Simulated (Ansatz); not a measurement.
Cartesian coordinates in Å:
```
N -1.066 -0.674 -1.169
Si -1.293 -1.382 0.339
F -1.132 -2.972 0.344
S 0.200 -0.756 1.746
Si 0.894 1.063 0.928
N 1.630 0.774 -0.598
Cl -0.549 2.482 0.580
H -1.841 -0.394 -1.745
H -0.184 -0.263 -1.441
H -2.660 -1.129 0.833
H 1.770 1.626 1.979
H 2.335 0.052 -0.642
H 1.896 1.573 -1.155
```

Total charge 0; spin multiplicity 1.

(1) List the PBE/def2-TZVPP orbital energies in eV (the Gaussian-basis code of Ansatz). (Best estimate.)

## Answers

(1) Computed: Occupied: -2738.99, -2395.63, -1781.25, -1780.91, -659.58, -380.74, -380.19, -249.58, -208.64, -190.26, -190.11, -190.10, -154.75, -154.69, -154.60, -138.80, -138.46, -95.59, -95.54, -95.48, -95.24, -95.20, -95.15, -29.32, -21.96, -21.32, -20.55, -18.07, -13.72, -13.02, -12.78, -12.56, -11.25, -10.80, -10.53, -10.30, -9.76, -9.13, -8.81, -8.08, -7.82, -7.73, -6.91, -6.68, -6.49. Lowest empty: -0.64, -0.50, -0.36, 0.11, 0.40, 0.80, 1.15, 1.32.
